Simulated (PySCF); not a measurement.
Atom-mapped SMILES (the numbers label the heavy atoms): `[CH3:1][CH:2]([CH3:3])[O:4][SiH:5]([OH:6])[OH:7]`. Hydrogens are named by the atom that carries them.

Calculated, not measured (PySCF): coordinates at the GFN2-xTB level, σ from GIAO-PBE0/pcSseg-1. Averaged over atoms made equivalent by symmetry, fast rotation or ring inversion, isolated molecule, non-relativistic Hamiltonian, a single conformation.

δ = σ(ref) − σ, references computed at the same level: TMS for ¹³C and ¹H and ²⁹Si; ¹⁷O vs H2O.

| atoms | nucleus | count | δ (ppm) |
| --- | --- | --- | --- |
| H(C1)/H(C3) | ¹H | 6 | 1.32 |
| H(C2) | ¹H | 1 | 4.20 |
| C1/C3 | ¹³C | 2 | 27.6 |
| C2 | ¹³C | 1 | 67.5 |
| O4 | ¹⁷O | 1 | 97.7 |
| Si5 | ²⁹Si | 1 | -57.5 |
| O6/O7 | ¹⁷O | 2 | ? |
| H(O6)/H(O7) | ¹H | 2 | ? |
| H(Si5) | ¹H | 1 | ? |

Problem. Fill in the missing shifts.

Solution. 
- H(Si5): 4.71 ppm, hydrogen on a silicon bonded to 3 O
- H(O6)/H(O7): 2.02 ppm, hydrogen on an oxygen bonded to Si; exchangeable; this is the value without hydrogen bonding to other molecules
- O6/O7: 54.4 ppm, oxygen bonded to Si, H

The OH or NH signal is concentration- and solvent-dependent in practice; the value given is the gas-phase one. Shifts are as computed. Against solution values, carbons near 30 ppm lie about +3 ppm off and those near 130 ppm about +5 ppm (rms about the fit 2.1 ppm; single classes can miss by 10 ppm). Of 1328 compounds with measured shifts, 309 miss one by over three times the rms of a fit or turn the order of signals round; such compounds aren't used in these exercises. Signals without a measured value on file couldn't be tested in this way; 1H shifts scatter by 0.2 ppm about their fit, and single ones miss by 0.5 ppm. Experimental scales use liquid or dissolved standards, which lie at an offset from isolated H2O (liquid H2O: subtract about 36 ppm).
